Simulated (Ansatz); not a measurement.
The cluster Pd2S2. The state is a triplet with charge 0. Geometry PBE0-D4/def2-SVP; atoms count from 1.

```xyz
4

Pd    0.017    0.821    1.022
Pd   -0.017   -0.821   -1.022
S     0.909   -1.222    0.967
S    -0.910    1.223   -0.967
```

In the def2 sets Pd takes a core potential; there is no spin–orbit coupling. The structure comes from a short search, and lower isomers may exist.

(1) Estimate the Mulliken populations from the PBE0/def2-TZVP orbitals of Ansatz.

(2) Where does the spin sit?

(3) And the Mayer bond orders between bonded heavy atoms (over 0.3)?

## Answers

(1) 
| atom | charge (e) | spin (α − β) | d electrons |
| --- | --- | --- | --- |
| Pd1 | 0.42 | 0.46 | 8.92 |
| Pd2 | 0.42 | 0.46 | 8.92 |
| S3 | -0.42 | 0.54 | – |
| S4 | -0.42 | 0.54 | – |
Mulliken values and Mayer orders depend strongly on the basis.

(2) Summed by element: Pd 0.92, S 1.08, of 2 unpaired in all. Largest on single atoms: S3 0.54, S4 0.54, Pd1 0.46.

(3) Pd1–Pd2 0.44 (2.62 Å); Pd1–S3 1.01 (2.23 Å); Pd1–S4 1.01 (2.23 Å); Pd2–S3 1.01 (2.23 Å); Pd2–S4 1.01 (2.23 Å). Values over 0.3 also appear between atoms too far apart for a bond (S3–S4 0.43 at 3.61 Å); they arise where an orbital or an unpaired electron spreads over both atoms.
